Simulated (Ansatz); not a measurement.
Isolated molecules relaxed with PBE0-D4/def2-TZVP in Ansatz; ΔE leaves out vibrations. CCSD(T)/CBS adds triple-zeta CCSD(T) − MP2 to the extrapolated MP2 energy (def2 sets, frozen cores). This one scheme is used for every species. Functionals use def2-TZVPP. def2 core potentials past Kr. For Sn outer-core shells are correlated without core-valence functions, which leaves a few kJ/mol of doubt a bond. One conformer a species, not always the lowest.

Consider the ligand exchange at the Sn–O bond: `C[O][Sn][OH]` + `CNC` → `C[N](C)[Sn][OH]` + CH₃OH.

| level | ΔE (eV) |
| --- | --- |
| r2SCAN-D4 | 0.31 |
| revPBE | 0.35 |

Q: What does CCSD(T)/CBS give? (An estimate is asked.)

A: Computed: +0.27 eV. The listed levels differ from it by 0.04, 0.08 eV.

Largest T1 diagnostic among the species: 0.017.

Leaving LDA and LC-ωPBE aside and taking each functional with its dispersion term where it has one, the values, not all of them listed here, spread over 0.09 eV, from revPBE-D4 to B97M-V. LDA lies −0.09 eV from PBE without D4. In def2-TZVPP, CCSD(T) changes the Hartree–Fock value by −0.20 eV (the triples alone add −0.03 eV) and MP2 by −0.23 eV. The D4 term adds −0.07 eV with B3LYP and −0.04 eV with PBE0; it sums over pairs of atoms, weighted by their polarisabilities, and B3LYP, whose exchange is more repulsive, gets the larger term.

B3LYP here is the variant with VWN-RPA as its local correlation; programs differ in this.
